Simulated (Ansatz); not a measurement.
Ansatz (a program for electronic structure) input (B3LYP-D3(BJ)/def2-TZVP):

Ansatz 0.2 input:
```yaml
crystal:
  periodic: [false, false, false]
  atoms:
    - {symbol: C, position_ang: [-1.46523764, 0.04344987, 0.04013748]}
    - {symbol: C, position_ang: [-0.26350574, -0.33010884, -0.82828837]}
    - {symbol: C, position_ang: [1.20378883, -0.08069761, -0.17504791]}
    - {symbol: O, position_ang: [1.12284956, 0.36612426, 0.97614474]}
    - {symbol: H, position_ang: [-1.42073719, -0.49320804, 0.99222753]}
    - {symbol: H, position_ang: [-1.43221667, 1.10697227, 0.29437767]}
    - {symbol: H, position_ang: [-2.43248839, -0.16760452, -0.43274858]}
    - {symbol: H, position_ang: [-0.26435466, 0.22290252, -1.77811960]}
    - {symbol: H, position_ang: [-0.28327234, -1.39391692, -1.10570224]}
basis:
  gaussian:
    orbitals: def2-TZVP
hamiltonian:
  xc: b3lyp
  dispersion: d3bj
total_charge: -1
phonons: {temperatures: {t_min: 298.15, t_max: 298.15, t_step: 100}}
```

Output:

```
Functional definition: B3LYP
integrals: 0.05 GiB planned
911 factors; their error is unknown
mean field: 0.59 GiB planned
mean field evaluation 1: about -5236.3482 eV, gradient 4.1e1 eV
mean field evaluation 2: about -5233.2594 eV, gradient 5.4e1 eV
mean field evaluation 4: about -5240.2714 eV, gradient 5.0e0 eV
mean field evaluation 8: about -5240.3196 eV, gradient 5.1e-2 eV
mean field evaluation 16: about -5240.3062 eV, gradient 8.5e-5 eV
mean field -5240.30622822 eV, -192.5777018800 hartree, gradient 1.3e-5 eV, S^2 0.000000; 0 other end points of the search recorded, 0 dependent functions left out
the calculation of the forces begins
reference -5240.30646906 eV, -192.5777107308 hartree; 16, 16 occupied and 138, 138 virtual orbitals, 911 factors
these checks for a lower state are left out or cut short: stability, starts, cluster_reference, orbital_swaps, neighbouring_geometries, increment
integrals: 0.05 GiB planned
911 factors; their error is unknown
mean field: 0.59 GiB planned
mean field -5240.30605536 eV, -192.5776955273 hartree, gradient 2.2e-6 eV, S^2 0.000000; 0 other end points of the search recorded, 0 dependent functions left out
the calculation of the forces begins
reference -5240.30629615 eV, -192.5777043763 hartree; 16, 16 occupied and 138, 138 virtual orbitals, 911 factors
these checks for a lower state are left out or cut short: stability, starts, cluster_reference, orbital_swaps, neighbouring_geometries, increment
integrals: 0.05 GiB planned
911 factors; their error is unknown
mean field: 0.59 GiB planned
mean field evaluation 32: about -5240.3061 eV, gradient 2.2e-6 eV
mean field -5240.30611440 eV, -192.5776976973 hartree, gradient 2.2e-6 eV, S^2 0.000000; 0 other end points of the search recorded, 0 dependent functions left out
the calculation of the forces begins
reference -5240.30635529 eV, -192.5777065498 hartree; 16, 16 occupied and 138, 138 virtual orbitals, 911 factors
these checks for a lower state are left out or cut short: stability, starts, cluster_reference, orbital_swaps, neighbouring_geometries, increment
integrals: 0.05 GiB planned
911 factors; their error is unknown
mean field: 0.59 GiB planned
mean field -5240.30606632 eV, -192.5776959302 hartree, gradient 2.2e-6 eV, S^2 0.000000; 0 other end points of the search recorded, 0 dependent functions left out
the calculation of the forces begins
reference -5240.30630717 eV, -192.5777047813 hartree; 16, 16 occupied and 138, 138 virtual orbitals, 911 factors
these checks for a lower state are left out or cut short: stability, starts, cluster_reference, orbital_swaps, neighbouring_geometries, increment
integrals: 0.05 GiB planned
911 factors; their error is unknown
mean field: 0.59 GiB planned
mean field -5240.30606623 eV, -192.5776959268 hartree, gradient 2.2e-6 eV, S^2 0.000000; 0 other end points of the search recorded, 0 dependent functions left out
the calculation of the forces begins
reference -5240.30630706 eV, -192.5777047773 hartree; 16, 16 occupied and 138, 138 virtual orbitals, 911 factors
these checks for a lower state are left out or cut short: stability, starts, cluster_reference, orbital_swaps, neighbouring_geometries, increment
integrals: 0.05 GiB planned
911 factors; their error is unknown
mean field: 0.59 GiB planned
mean field -5240.30607771 eV, -192.5776963489 hartree, gradient 2.2e-6 eV, S^2 0.000000; 0 other end points of the search recorded, 0 dependent functions left out
the calculation of the forces begins
reference -5240.30631860 eV, -192.5777052013 hartree; 16, 16 occupied and 138, 138 virtual orbitals, 911 factors
these checks for a lower state are left out or cut short: stability, starts, cluster_reference, orbital_swaps, neighbouring_geometries, increment
integrals: 0.05 GiB planned
[...]
integrals: 0.05 GiB planned
911 factors; their error is unknown
mean field: 0.59 GiB planned
mean field -5240.30619986 eV, -192.5777008377 hartree, gradient 2.2e-6 eV, S^2 0.000000; 0 other end points of the search recorded, 0 dependent functions left out
the calculation of the forces begins
reference -5240.30644071 eV, -192.5777096888 hartree; 16, 16 occupied and 138, 138 virtual orbitals, 911 factors
these checks for a lower state are left out or cut short: stability, starts, cluster_reference, orbital_swaps, neighbouring_geometries, increment
integrals: 0.05 GiB planned
911 factors; their error is unknown
mean field: 0.59 GiB planned
mean field -5240.30619583 eV, -192.5777006896 hartree, gradient 2.2e-6 eV, S^2 0.000000; 0 other end points of the search recorded, 0 dependent functions left out
the calculation of the forces begins
reference -5240.30643666 eV, -192.5777095401 hartree; 16, 16 occupied and 138, 138 virtual orbitals, 911 factors
these checks for a lower state are left out or cut short: stability, starts, cluster_reference, orbital_swaps, neighbouring_geometries, increment
integrals: 0.05 GiB planned
911 factors; their error is unknown
mean field: 0.59 GiB planned
mean field -5240.30621521 eV, -192.5777014018 hartree, gradient 2.2e-6 eV, S^2 0.000000; 0 other end points of the search recorded, 0 dependent functions left out
the calculation of the forces begins
reference -5240.30645607 eV, -192.5777102534 hartree; 16, 16 occupied and 138, 138 virtual orbitals, 911 factors
these checks for a lower state are left out or cut short: stability, starts, cluster_reference, orbital_swaps, neighbouring_geometries, increment
integrals: 0.05 GiB planned
911 factors; their error is unknown
mean field: 0.59 GiB planned
mean field evaluation 320: about -5240.3144 eV, gradient 4.9e-1 eV
mean field -5240.30621415 eV, -192.5777013628 hartree, gradient 2.2e-6 eV, S^2 0.000000; 0 other end points of the search recorded, 0 dependent functions left out
the calculation of the forces begins
reference -5240.30645497 eV, -192.5777102129 hartree; 16, 16 occupied and 138, 138 virtual orbitals, 911 factors
these checks for a lower state are left out or cut short: stability, starts, cluster_reference, orbital_swaps, neighbouring_geometries, increment
integrals: 0.05 GiB planned
911 factors; their error is unknown
mean field: 0.59 GiB planned
mean field -5240.30619433 eV, -192.5777006347 hartree, gradient 2.2e-6 eV, S^2 0.000000; 0 other end points of the search recorded, 0 dependent functions left out
the calculation of the forces begins
reference -5240.30643517 eV, -192.5777094854 hartree; 16, 16 occupied and 138, 138 virtual orbitals, 911 factors
these checks for a lower state are left out or cut short: stability, starts, cluster_reference, orbital_swaps, neighbouring_geometries, increment
integrals: 0.05 GiB planned
911 factors; their error is unknown
mean field: 0.59 GiB planned
mean field -5240.30619146 eV, -192.5777005292 hartree, gradient 2.2e-6 eV, S^2 0.000000; 0 other end points of the search recorded, 0 dependent functions left out
the calculation of the forces begins
reference -5240.30643231 eV, -192.5777093801 hartree; 16, 16 occupied and 138, 138 virtual orbitals, 911 factors
these checks for a lower state are left out or cut short: stability, starts, cluster_reference, orbital_swaps, neighbouring_geometries, increment
integrals: 0.05 GiB planned
911 factors; their error is unknown
mean field: 0.59 GiB planned
mean field -5240.30612867 eV, -192.5776982216 hartree, gradient 2.2e-6 eV, S^2 0.000000; 0 other end points of the search recorded, 0 dependent functions left out
the calculation of the forces begins
reference -5240.30636949 eV, -192.5777070714 hartree; 16, 16 occupied and 138, 138 virtual orbitals, 911 factors
these checks for a lower state are left out or cut short: stability, starts, cluster_reference, orbital_swaps, neighbouring_geometries, increment
integrals: 0.05 GiB planned
911 factors; their error is unknown
mean field: 0.59 GiB planned
mean field evaluation 352: about -5240.3062 eV, gradient 8.1e-3 eV
mean field -5240.30618094 eV, -192.5777001424 hartree, gradient 2.2e-6 eV, S^2 0.000000; 0 other end points of the search recorded, 0 dependent functions left out
the calculation of the forces begins
reference -5240.30642181 eV, -192.5777089943 hartree; 16, 16 occupied and 138, 138 virtual orbitals, 911 factors
these checks for a lower state are left out or cut short: stability, starts, cluster_reference, orbital_swaps, neighbouring_geometries, increment
integrals: 0.05 GiB planned
911 factors; their error is unknown
mean field: 0.59 GiB planned
mean field -5240.30621695 eV, -192.5777014658 hartree, gradient 2.2e-6 eV, S^2 0.000000; 0 other end points of the search recorded, 0 dependent functions left out
the calculation of the forces begins
reference -5240.30645781 eV, -192.5777103174 hartree; 16, 16 occupied and 138, 138 virtual orbitals, 911 factors
these checks for a lower state are left out or cut short: stability, starts, cluster_reference, orbital_swaps, neighbouring_geometries, increment
integrals: 0.05 GiB planned
911 factors; their error is unknown
mean field: 0.59 GiB planned
mean field -5240.30621247 eV, -192.5777013011 hartree, gradient 2.2e-6 eV, S^2 0.000000; 0 other end points of the search recorded, 0 dependent functions left out
the calculation of the forces begins
reference -5240.30645329 eV, -192.5777101512 hartree; 16, 16 occupied and 138, 138 virtual orbitals, 911 factors
these checks for a lower state are left out or cut short: stability, starts, cluster_reference, orbital_swaps, neighbouring_geometries, increment
integrals: 0.05 GiB planned
911 factors; their error is unknown
mean field: 0.59 GiB planned
mean field -5240.30612258 eV, -192.5776979979 hartree, gradient 2.2e-6 eV, S^2 0.000000; 0 other end points of the search recorded, 0 dependent functions left out
the calculation of the forces begins
reference -5240.30636341 eV, -192.5777068482 hartree; 16, 16 occupied and 138, 138 virtual orbitals, 911 factors
these checks for a lower state are left out or cut short: stability, starts, cluster_reference, orbital_swaps, neighbouring_geometries, increment
integrals: 0.05 GiB planned
911 factors; their error is unknown
mean field: 0.59 GiB planned
mean field -5240.30615293 eV, -192.5776991131 hartree, gradient 2.2e-6 eV, S^2 0.000000; 0 other end points of the search recorded, 0 dependent functions left out
the calculation of the forces begins
reference -5240.30639379 eV, -192.5777079645 hartree; 16, 16 occupied and 138, 138 virtual orbitals, 911 factors
these checks for a lower state are left out or cut short: stability, starts, cluster_reference, orbital_swaps, neighbouring_geometries, increment
integrals: 0.05 GiB planned
911 factors; their error is unknown
mean field: 0.59 GiB planned
mean field evaluation 384: about -5240.3148 eV, gradient 2.7e-4 eV
mean field -5240.30619532 eV, -192.5777006709 hartree, gradient 2.2e-6 eV, S^2 0.000000; 0 other end points of the search recorded, 0 dependent functions left out
the calculation of the forces begins
reference -5240.30643615 eV, -192.5777095211 hartree; 16, 16 occupied and 138, 138 virtual orbitals, 911 factors
these checks for a lower state are left out or cut short: stability, starts, cluster_reference, orbital_swaps, neighbouring_geometries, increment
integrals: 0.05 GiB planned
911 factors; their error is unknown
mean field: 0.59 GiB planned
mean field -5240.30622531 eV, -192.5777017731 hartree, gradient 2.2e-6 eV, S^2 0.000000; 0 other end points of the search recorded, 0 dependent functions left out
the calculation of the forces begins
reference -5240.30646617 eV, -192.5777106246 hartree; 16, 16 occupied and 138, 138 virtual orbitals, 911 factors
WARN: phonons: modes at or below zero, which the zero-point energy, F, S and C_V leave out: 1, the lowest at -20.76 cm⁻¹ …
Total energy: -5240.55036259 eV, -192.5866736526 hartree
Atom 0 at    -1.465238     0.043450     0.040137 Å, force     0.000032    -0.000261    -0.000333 eV/Å
Atom 1 at    -0.263506    -0.330109    -0.828288 Å, force     0.000731    -0.000261     0.000317 eV/Å
Atom 2 at     1.203789    -0.080698    -0.175048 Å, force     0.000297    -0.000376     0.000498 eV/Å
Atom 3 at     1.122850     0.366124     0.976145 Å, force    -0.000178    -0.000150    -0.000086 eV/Å
Atom 4 at    -1.420737    -0.493208     0.992228 Å, force    -0.000177     0.000317     0.000212 eV/Å
Atom 5 at    -1.432217     1.106972     0.294378 Å, force    -0.000155    -0.000444    -0.000040 eV/Å
Atom 6 at    -2.432488    -0.167605    -0.432749 Å, force     0.000156     0.000160     0.000298 eV/Å
Atom 7 at    -0.264355     0.222903    -1.778120 Å, force    -0.000742     0.000350    -0.001198 eV/Å
Atom 8 at    -0.283272    -1.393917    -1.105702 Å, force     0.000037     0.000665     0.000331 eV/Å
Dipole moment:    -0.988348    -0.023721    -0.087365 e Å
Vibrations: -20.76 189.73 264.19 530.79 679.99 690.85 935.00 945.48 1041.04 1213.00 1248.84 1362.91 1439.36 1477.36 1479.60 1570.58 2956.02 2982.00 2989.44 3036.17 3056.64 cm⁻¹, zero-point energy 1.865280 eV
```

It need not be the lowest isomer of its formula. Whether it binds its extra electron was not tested at this geometry.
